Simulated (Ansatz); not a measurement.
Consider the isomerisation: `C=CO[SiH2]C` → `C=CCO[SiH3]`.

Program: Ansatz. Geometries: PBE0-D4/def2-TZVP. ΔE: electronic, gas phase. CBS: MP2 limit from def2 TZ/QZ plus the TZ coupled-cluster correction, frozen cores. DFT in def2-TZVPP. Each species was taken in one conformer, which may not be the lowest.

CCSD(T)/CBS gives +65.7 kJ/mol.

(1) Another level gave +62.1 kJ/mol. Which?
A. PBE/def2-TZVPP
B. CCSD/def2-TZVPP
C. HF/def2-TZVPP
D. MP2/def2-TZVPP

Largest T1 diagnostic among the species: 0.012.

## Answers

(1) B. CCSD/def2-TZVPP 62.1, PBE 71.7, MP2/def2-TZVPP 67.6, HF/def2-TZVPP 53.7 kJ/mol.

The D4 term adds +3.7 kJ/mol with B3LYP and +2.0 kJ/mol with PBE0; it sums over pairs of atoms, weighted by their polarisabilities, and B3LYP, whose exchange is more repulsive, gets the larger term. In def2-TZVPP, CCSD(T) changes the Hartree–Fock value by +10.2 kJ/mol (the triples alone add +1.8 kJ/mol) and MP2 by +13.9 kJ/mol.

B3LYP here is the variant with VWN-RPA as its local correlation; programs differ in this.
